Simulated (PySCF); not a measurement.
Compounds:
1. `CC(=O)[C@H](C)F`, C4H7FO
2. `InChI=1S/C6H6Cl2/c7-5-2-1-3(2)6(8)4(1)5/h1-6H/t1-,2+,3-,4+,5+,6-`
3. 2-methylpropanoyl fluoride (SMILES CC(C)C(=O)F)
4. SMILES c1(OC(F)F)ccoc1, C5H4F2O2
5. `F[C@@]12CCC[C@@H](CC1)C2`, C8H13F
6. `FC12CCC(CC1)CC2`, C8H13F

[PySCF 2.14.0 with density-fitted response routines: GFN2-xTB structure; shielding tensors at PBE0/pcSseg-1 (GIAO); gas phase; no relativistic terms; fast rotation and ring inversion assumed for equivalent nuclei; single conformer]

Referencing at the same level of theory: ¹H, ¹³C against TMS. Shifts are as computed. Against solution values, carbons near 30 ppm lie about +3 ppm off and those near 130 ppm about +5 ppm; carbons on Cl a further +6 ppm. Of 1211 compounds with measured shifts, 218 miss one by over three times the rms of a fit or turn the order of signals round; such compounds aren't used in these exercises. Carbons bonded to Cl come out too deshielded.

Question: Which show a ¹³C signal above 185 ppm?

Answer: 1 (218.1: ketone carbonyl carbon).

Question: Which show a ¹³C signal between 160 and 185 ppm?

Answer: 3 (176.1: carbonyl carbon).

Question: Which show a ¹H signal between 3 and 4.5 ppm from a carbon-bound hydrogen?

Answer: 2 (4.23, 3.68: hydrogen on an sp3 CH bonded to Cl, hydrogen on a three-membered-ring carbon).

Question: Which give exactly 8 ¹³C signals?

Answer: 5 (δ 103.0, 46.3, 41.1, 38.1, 36.2, 35.2, 29.3, 23.3).
